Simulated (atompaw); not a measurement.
Reading a pseudo-wave (Cu)

Columns: radius, all-electron u(r) and pseudo u(r) of the 4s shell (level -8.10 eV) of copper in the configuration [Ar] 3d10 4s0.5 4p0; PBE, scalar-relativistic, PAW (atompaw) scheme, atompaw 4.2.0.5.

```json
{"r (bohr)": "0.115", "all-electron": "0.1260", "pseudo": "0.0566"}
{"r (bohr)": "0.231", "all-electron": "0.0923", "pseudo": "0.1132"}
{"r (bohr)": "0.346", "all-electron": "-0.1201", "pseudo": "0.1684"}
{"r (bohr)": "0.462", "all-electron": "-0.2518", "pseudo": "0.2228"}
{"r (bohr)": "0.577", "all-electron": "-0.2639", "pseudo": "0.2750"}
{"r (bohr)": "0.692", "all-electron": "-0.1948", "pseudo": "0.3251"}
{"r (bohr)": "0.808", "all-electron": "-0.0840", "pseudo": "0.3731"}
{"r (bohr)": "0.923", "all-electron": "0.0386", "pseudo": "0.4178"}
{"r (bohr)": "1.038", "all-electron": "0.1580", "pseudo": "0.4593"}
{"r (bohr)": "1.154", "all-electron": "0.2672", "pseudo": "0.4977"}
{"r (bohr)": "1.269", "all-electron": "0.3609", "pseudo": "0.5319"}
{"r (bohr)": "1.385", "all-electron": "0.4400", "pseudo": "0.5624"}
{"r (bohr)": "1.500", "all-electron": "0.5036", "pseudo": "0.5885"}
{"r (bohr)": "1.615", "all-electron": "0.5537", "pseudo": "0.6102"}
{"r (bohr)": "1.731", "all-electron": "0.5919", "pseudo": "0.6277"}
{"r (bohr)": "1.846", "all-electron": "0.6191", "pseudo": "0.6406"}
{"r (bohr)": "1.962", "all-electron": "0.6372", "pseudo": "0.6491"}
{"r (bohr)": "2.077", "all-electron": "0.6472", "pseudo": "0.6532"}
{"r (bohr)": "2.192", "all-electron": "0.6505", "pseudo": "0.6531"}
{"r (bohr)": "2.308", "all-electron": "0.6481", "pseudo": "0.6490"}
{"r (bohr)": "2.423", "all-electron": "0.6410", "pseudo": "0.6412"}
{"r (bohr)": "2.538", "all-electron": "0.6300", "pseudo": "0.6301"}
{"r (bohr)": "2.654", "all-electron": "0.6158", "pseudo": "0.6158"}
{"r (bohr)": "2.769", "all-electron": "0.5993", "pseudo": "0.5993"}
{"r (bohr)": "2.885", "all-electron": "0.5806", "pseudo": "0.5806"}
{"r (bohr)": "3.000", "all-electron": "0.5607", "pseudo": "0.5607"}
```

(1) How many radial nodes do the two functions have?

(2) At about which radius was the pseudo-wave matched?

(3) Where does each function peak?

(4) Is the pseudo-wave norm-conserving?

## Answers

(1) The all-electron 4s function has n − l − 1 = 3 (the table is too coarse to show those close to the nucleus); the pseudo-wave has 0, since the states of the same l below it are removed with the core.

(2) 2.70 bohr. The columns agree to 0.0005 from 2.42 bohr on; several derivatives are matched, so the curves merge somewhat inside the radius.

(3) Outermost all-electron maximum near 2.19 bohr, pseudo maximum near 2.08 bohr (to the table’s step).

(4) No, it belongs to a PAW set: the norm inside the radius is not constrained, and the difference is carried by the augmentation charge.
